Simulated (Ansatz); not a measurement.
`[CH3][AlH][CH2][GeH3]` + silanol → `[CH3][AlH][O][SiH3]` + `[CH3][GeH3]`  (ligand exchange at the Al–C bond)

Program: Ansatz. Geometries: PBE0-D4/def2-TZVP. ΔE: electronic, gas phase. CBS: MP2 limit from def2 TZ/QZ plus the TZ coupled-cluster correction, frozen cores. DFT in def2-TZVPP. For Ge outer-core shells are correlated without core-valence functions, which leaves a few kJ/mol of doubt a bond. Scalar relativity is left out up to krypton. One conformer a species, not always the lowest.

| level | ΔE (kJ/mol) |
| --- | --- |
| PBE0 | -153.3 |
| CCSD/def2-TZVPP | -163.1 |

(1) What does CCSD(T)/CBS give? (Estimate.)

Largest T1 diagnostic among the species: 0.011.

## Answers

(1) The calculation gave: -157.7 kJ/mol. The listed levels differ from it by 4.4, -5.4 kJ/mol.

In def2-TZVPP, CCSD(T) changes the Hartree–Fock value by +20.1 kJ/mol (the triples alone add +3.4 kJ/mol) and MP2 by +19.3 kJ/mol. From PBE to PBE0 (25 % exact exchange), in def2-TZVPP and without D4, ΔE moves by −3.6 kJ/mol.
